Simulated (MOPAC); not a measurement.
Input for MOPAC: PM7 on CH4SeTe (SMILES C[Te][SeH]), a point of a torsion scan.

```
PM7 1SCF PRECISE CHARGE=0 THREADS=1
CH4SeTe

C     -1.16290875 1    -0.12587259 1    -0.01237363 1
Te     0.78111734 1     0.83065759 1     0.14864553 1
Se     1.04348673 1     1.28609877 1    -2.28071493 1
H     -1.31064412 1    -0.45955435 1    -1.03086301 1
H     -1.94706643 1     0.56905194 1     0.25731450 1
H     -1.18658899 1    -0.97533617 1     0.65634483 1
H      1.74185948 1     0.07888695 1    -2.67875607 1
```

Program output:

```
*******************************************************************************
 **                                                                           **
 **                              MOPAC v23.2.5                                **
 **                                                                           **
 *******************************************************************************
 ** MOPAC's Digital Object Identifier: https://doi.org/10.5281/zenodo.6511958 **
 **                                                                           **
 ** Please cite the open-source release paper for use of this MOPAC version:  **
 ** J. E. Moussa and J. J. P. Stewart (2026)                                  **
 ** MOPAC: An open-source semiempirical molecular orbital program             **
 ** J. Open Source Softw., 11(119), 8025, https://doi.org/10.21105/joss.08025 **
 *******************************************************************************

                              PM7 CALCULATION RESULTS

 *******************************************************************************
 *  PM7        - The PM7 Hamiltonian to be used
 *
 *
 *
 *                 CHARGE ON SYSTEM = 0
 *
 *
 *
 *  PRECISE    - TIGHTER CRITERIA TO BE USED
 *  1SCF       - DO 1 SCF AND THEN STOP
 *  THREADS=1  - MULTI-THREADING NOT USED
 *  T=         - A TIME OF 172800.0 SECONDS REQUESTED
 *  DUMP=N     - RESTART FILE WRITTEN EVERY 7200.0 SECONDS REQUESTED
 *******************************************************************************
PM7 1SCF PRECISE CHARGE=0 THREADS=1
 CH4SeTe

   ATOM   CHEMICAL          X               Y               Z
  NUMBER   SYMBOL      (ANGSTROMS)     (ANGSTROMS)     (ANGSTROMS)

     1       C         -1.16290875  *  -0.12587259  *  -0.01237363  *
     2      Te          0.78111734  *   0.83065759  *   0.14864553  *
     3      Se          1.04348673  *   1.28609877  *  -2.28071493  *
     4       H         -1.31064412  *  -0.45955435  *  -1.03086301  *
     5       H         -1.94706643  *   0.56905194  *   0.25731450  *
     6       H         -1.18658899  *  -0.97533617  *   0.65634483  *
     7       H          1.74185948  *   0.07888695  *  -2.67875607  *



          CARTESIAN COORDINATES

    NO.       ATOM           X           Y           Z

     1         C         -1.1629     -0.1259     -0.0124
     2        Te          0.7811      0.8307      0.1486
     3        Se          1.0435      1.2861     -2.2807
     4         H         -1.3106     -0.4596     -1.0309
     5         H         -1.9471      0.5691      0.2573
     6         H         -1.1866     -0.9753      0.6563
     7         H          1.7419      0.0789     -2.6788

 General Reference for PM7:
 "Optimization of Parameters for Semiempirical Methods VI: More Modifications to the
 NDDO Approximations and Re-optimization of Parameters", J. J. P. Stewart, J. Mol. Mod., 1:32, 19 (2013)
 https://link.springer.com/article/10.1007/s00894-012-1667-x

           Empirical Formula: C H4 Te Se  =     7 atoms



      MOLECULAR POINT GROUP   :   C1


      RHF CALCULATION, NO. OF DOUBLY OCCUPIED LEVELS = 10


 -------------------------------------------------------------------------------
 PM7 1SCF PRECISE CHARGE=0 THREADS=1
 CH4SeTe



     1SCF WAS SPECIFIED, SO BFGS WAS NOT USED
     SCF FIELD WAS ACHIEVED


                              PM7 CALCULATION
                                                       MOPAC v23.2.5 Linux




          FINAL HEAT OF FORMATION =         77.52519 KCAL/MOL =     324.36541 KJ/MOL


          COSMO AREA              =        124.44 SQUARE ANGSTROMS
          COSMO VOLUME            =        115.79 CUBIC ANGSTROMS

          IONIZATION POTENTIAL    =          7.733109 EV
          HOMO LUMO ENERGIES (EV) =         -7.733  0.267
          NO. OF FILLED LEVELS    =         10
          MOLECULAR WEIGHT        =        222.6026         POINT GROUP:  C1

          MOLECULAR DIMENSIONS (Angstroms)

            Atom       Atom       Distance
            H     7    H     5     4.74014
            H     6   Se     3     2.77224
           Te     2    H     4     2.55390


          SCF CALCULATIONS        =          1





   ATOM   CHEMICAL          X               Y               Z
  NUMBER   SYMBOL      (ANGSTROMS)     (ANGSTROMS)     (ANGSTROMS)

     1       C         -1.16290875  *  -0.12587259  *  -0.01237363  *
     2      Te          0.78111734  *   0.83065759  *   0.14864553  *
     3      Se          1.04348673  *   1.28609877  *  -2.28071493  *
     4       H         -1.31064412  *  -0.45955435  *  -1.03086301  *
     5       H         -1.94706643  *   0.56905194  *   0.25731450  *
     6       H         -1.18658899  *  -0.97533617  *   0.65634483  *
     7       H          1.74185948  *   0.07888695  *  -2.67875607  *

                             CARTESIAN COORDINATES

   1    C       -1.162908750    -0.125872590    -0.012373630
   2   Te        0.781117340     0.830657590     0.148645530
   3   Se        1.043486730     1.286098770    -2.280714930
   4    H       -1.310644120    -0.459554350    -1.030863010
   5    H       -1.947066430     0.569051940     0.257314500
   6    H       -1.186588990    -0.975336170     0.656344830
   7    H        1.741859480     0.078886950    -2.678756070


           Empirical Formula: C H4 Te Se  =     7 atoms



      MOLECULAR POINT GROUP   :   C1


                  EIGENVALUES
 -46.33339 -23.92580 -22.95781 -14.51173 -14.42175 -12.44393 -11.63847  -9.35819
  -8.52363  -7.73311   0.26650   1.22614   2.45823   5.35116   5.42110   6.43274


              NET ATOMIC CHARGES AND DIPOLE CONTRIBUTIONS

  ATOM NO.   TYPE          CHARGE      No. of ELECS.   s-Pop       p-Pop
    1          C          -0.488684        4.4887     1.09373     3.39495
    2         Te          -0.061757        6.0618     1.88290     4.17886
    3         Se           0.047735        5.9523     1.95255     3.99971
    4          H           0.152674        0.8473     0.84733
    5          H           0.160049        0.8400     0.83995
    6          H           0.160422        0.8396     0.83958
    7          H           0.029562        0.9704     0.97044
 DIPOLE           X         Y         Z       TOTAL
 POINT-CHG.    -0.388    -0.296    -0.971     1.086
 HYBRID        -0.408    -1.132    -0.817     1.454
 SUM           -0.796    -1.428    -1.788     2.423


          ATOMIC ORBITAL ELECTRON POPULATIONS

     Atom    s        px        py        pz
    1  C   1.09373   1.05377   1.15878   1.18241
    2 Te   1.88290   1.20268   1.76132   1.21486
    3 Se   1.95255   1.78007   1.27876   0.94087
    4  H   0.84733
    5  H   0.83995
    6  H   0.83958
    7  H   0.97044

 **********************
 *                    *
 * JOB ENDED NORMALLY *
 *                    *
 **********************




 == MOPAC DONE ==
```

The run finished.

Cost: about 0.020 core-seconds (a rough figure).
